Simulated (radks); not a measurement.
Species: Fe+. Configuration: [Ar] 3d6 4s0.5 4p0.5 (fractional occupations, a model configuration). All-electron calculation, scalar-relativistic Kohn-Sham, PBE, spin-polarised, spherical densities, finite nucleus; open shells are filled with parallel spins first; Fermi nuclear charge, rms radius 3.7377 fm. Program: a radial shooting solver on a logarithmic mesh with Libxc functionals.

Normalised radial functions P(r) = r R(r), r in bohr:

r	3p up
0.001935	0.0009
0.002217	0.0011
0.002561	0.0014
0.002934	0.0019
0.003361	0.0024
0.003851	0.0031
0.004447	0.0041
0.005095	0.0052
0.005837	0.0068
0.006688	0.0087
0.007723	0.0114
0.008849	0.0146
0.01014	0.0188
0.01171	0.0244
0.01341	0.0311
0.01537	0.0397
0.01761	0.0504
0.02033	0.0646
0.0233	0.0813
0.02669	0.1018
0.03058	0.1267
0.03531	0.1585
0.04046	0.1941
0.04635	0.2356
0.0531	0.2827
0.06133	0.3383
0.07026	0.3947
0.0805	0.4526
0.09297	0.5116
0.1065	0.5601
0.122	0.5952
0.1398	0.6095
0.1615	0.5928
0.185	0.5389
0.2119	0.4415
0.2428	0.2976
0.2804	0.0969
0.3213	-0.1299
0.3681	-0.3776
0.4251	-0.6399
0.487	-0.8623
0.5579	-1.0352
0.6392	-1.1389
0.7382	-1.1624
0.8458	-1.1056
0.969	-0.9861
1.11	-0.8254
1.282	-0.6372
1.469	-0.4655
1.683	-0.3164
1.928	-0.1989
2.227	-0.1106
2.551	-0.0575
2.923	-0.0268
3.375	-0.0104
3.867	-0.0036
4.43	-0.0011
5.076	-0.0003
5.862	0.0000
6.716	0.0000
7.694	0.0000
8.815	0.0000
10.18	0.0000
11.66	0.0000

3p up: eigenvalue -70.774 eV, 1 radial node at r = 0.298 bohr, <r> = 0.857 bohr, 90 % of the charge inside 1.32 bohr.
